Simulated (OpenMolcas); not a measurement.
# Mn²⁺: effect of the basis set

| Quantity | Value |
| --- | --- |
| Program | OpenMolcas |
| Method | SS-RASPT2, IPEA 0.25 Eh, imaginary shift 0.1 Eh (closed shells correlated: 3s) |
| Active space | 11 electrons in 8 orbitals (RAS1 3p, at most 2 holes; RAS2 3d) |
| State averaging | 2S+1 = 6 even, 1 root; 2S+1 = 4 even, 24 roots; 2S+1 = 2 even, 58 roots |
| Spin-orbit coupling | RASSI with atomic mean-field integrals over the reference wave functions, term energies averaged over their components |

A. ANO-RCC-VTZP [6s5p3d2f1g], DKH2, point nucleus; CASPT2 step roughly 70 core-seconds
B. ANO-R2 [7s4p4d2f1g], X2C, finite nucleus; CASPT2 step of the order of 70 core-seconds
C. ANO-RCC-VQZP [7s6p4d3f2g1h], DKH2, point nucleus; CASPT2 step roughly 100 core-seconds

Energies in cm-1 above 3d5 6S 5/2, the measured ground level; measured values from Corliss and Sugar, J. Phys. Chem. Ref. Data 6, 1253 (1977).

```tsv
Level	A	B	C	Measured
3d5 6S 5/2	0.0	0.0	0.0	0.0
3d5 4G 5/2	27900	27820	27270	
3d5 4G 7/2	27910	27840	27290	26860
3d5 4G 11/2	27920	27850	27290	26824
3d5 4G 9/2	27920	27850	27300	
3d5 4P 5/2	30690	30580	30100	29168
3d5 4P 3/2	30720	30620	30140	
3d5 4P 1/2	30760	30660	30180	
3d5 4D 7/2	33820	33710	33190	32307
3d5 4D 1/2	33860	33750	33220	32369
3d5 4D 3/2	33890	33780	33260	
3d5 4D 5/2	33900	33790	33270	32384
3d5 2I 11/2	40690	40570	39660	39174
3d5 2I 13/2	40730	40610	39700	39176
3d5 2D 5/2(1) [73 %]	43440	43310	42580	41238
3d5 2D 3/2(1)	43820	43690	42970	41570
3d5 2F 7/2(1)	44840	44730	43950	42606
3d5 2F 5/2(1) [69 %]	45290	45180	44420	43105
3d5 4F 9/2	45670	45560	44880	43573
3d5 4F 7/2	45680	45570	44890	43602
3d5 4F 5/2	45760	45650	44970	43669
3d5 4F 3/2	45780	45670	44990	43675
3d5 2H 9/2	48690	48530	47630	46516
3d5 2H 11/2	48860	48700	47790	46671
```

Deviations, from unrounded energies. A percentage is the sum of absolute deviations over the sum of measured energies, with the sign that they share, or ± where signs differ.

```tsv
Against measurement	Levels	A	B	C
mean absolute deviation (cm-1)	18	1800	1700	1000
other terms of the ground configuration (%)	18	+4.7	+4.4	+2.6
```

C lies closest to measurement on these levels and A furthest from it. The largest miss of C in the table is 3d5 2D 3/2(1), by +1400 cm-1. The ranking rests on the paired levels alone, and a cruder setting can come out closer through cancelling errors.

Among A to C the level of the table that moves most is 3d5 2H 11/2, by 1100 cm-1 (lowest in C, highest in A). Moves below CASPT2's spread within the term are not significant.

CASPT2 breaks the degeneracy within a term, and the mean is taken; among the terms shown or strongly mixed into the levels shown the widest spread is 140 cm-1 (3d5 2H, B). Active for correlation alone: 3p; no level in the range computed is led by a configuration that opens it, so any true level of that kind is missing. Measured partners are found by configuration, term and J. A level has none where our copy of the source lacks it or the pairing is in doubt (some pairs that miss far off the trend of their configuration count as doubtful), and it then counts in no deviation. Only configurations of the active space appear. Levels that lie high or do not pair safely by name in every column are left out.

A share in square brackets marks a mixed level and gives the weight of the term that names it, the lowest over the columns. A number in round brackets counts repeated terms of one configuration in the order of the reference energies.
